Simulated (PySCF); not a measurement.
H8N4Si, SMILES [Si](N)(N)(N)N.

Geometry: B3LYP-D3(BJ)/def2-SVP. One conformer was computed; it need not be the lowest.

Computed with SMD-ωB97X/def2-SVP in PySCF.

Solvation free energies are E(SMD) − E(gas) at the gas-phase geometry, for 1 M in both phases. In vacuum the dipole moment is 0.00 D.

```tsv
solvent	ΔG(solv) (kcal/mol)	its non-electrostatic (CDS) part	dipole (D)
water	-4.7	5.4	0.00
dimethylsulfoxide	-5.3	4.7	0.00
acetonitrile	-6.4	3.4	0.00
```
